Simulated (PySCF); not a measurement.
B(Me)(OH)(SMe) (C₂H₇BOS), SMILES CSB(C)O.

Coordinates come from a PBE-D3(BJ)/def2-SVP optimisation. One conformer was computed; it need not be the lowest.

Method: PySCF with TDA-CAM-B3LYP/def2-SVPD.

Vertical excitations. 

```json
[
 {"state": "S1", "energy (eV)": "6.15", "λ (nm)": "202", "f": "0.007", "main pairs": "HOMO→LUMO 62 %, HOMO→LUMO+1 28 %"},
 {"state": "S2", "energy (eV)": "6.49", "λ (nm)": "191", "f": "0.013", "main pairs": "HOMO→LUMO+1 50 %, HOMO→LUMO 30 %"},
 {"state": "S3", "energy (eV)": "6.66", "λ (nm)": "186", "f": "0.209", "main pairs": "HOMO→LUMO+2 91 %"},
 {"state": "S4", "energy (eV)": "7.33", "λ (nm)": "169", "f": "0.025", "main pairs": "HOMO→LUMO+3 71 %, HOMO−1→LUMO+2 14 %"},
 {"state": "S5", "energy (eV)": "7.38", "λ (nm)": "168", "f": "0.009", "main pairs": "HOMO−1→LUMO+2 72 %, HOMO→LUMO+3 16 %"},
 {"state": "S6", "energy (eV)": "7.71", "λ (nm)": "161", "f": "0.085", "main pairs": "HOMO−1→LUMO 78 %"},
 {"state": "S7", "energy (eV)": "7.78", "λ (nm)": "159", "f": "0.037", "main pairs": "HOMO→LUMO+4 82 %"},
 {"state": "S8", "energy (eV)": "7.79", "λ (nm)": "159", "f": "0.011", "main pairs": "HOMO→LUMO+5 71 %"},
 {"state": "S9", "energy (eV)": "8.20", "λ (nm)": "151", "f": "0.018", "main pairs": "HOMO−1→LUMO+1 73 %, HOMO−2→LUMO 13 %"},
 {"state": "S10", "energy (eV)": "8.24", "λ (nm)": "150", "f": "0.003", "main pairs": "HOMO→LUMO+9 46 %, HOMO→LUMO+6 12 %, HOMO→LUMO+1 12 %, HOMO−2→LUMO+2 12 %"},
 {"state": "T1", "energy (eV)": "5.41", "λ (nm)": "229", "f": "0", "main pairs": "HOMO→LUMO+2 97 %"},
 {"state": "T2", "energy (eV)": "5.77", "λ (nm)": "215", "f": "0", "main pairs": "HOMO→LUMO+1 53 %, HOMO→LUMO 21 %, HOMO→LUMO+9 19 %"},
 {"state": "T3", "energy (eV)": "6.25", "λ (nm)": "198", "f": "0", "main pairs": "HOMO→LUMO 65 %, HOMO→LUMO+1 14 %"},
 {"state": "T4", "energy (eV)": "6.86", "λ (nm)": "181", "f": "0", "main pairs": "HOMO−1→LUMO+2 88 %"}
]
```
Triplets are in the Tamm–Dancoff approximation.
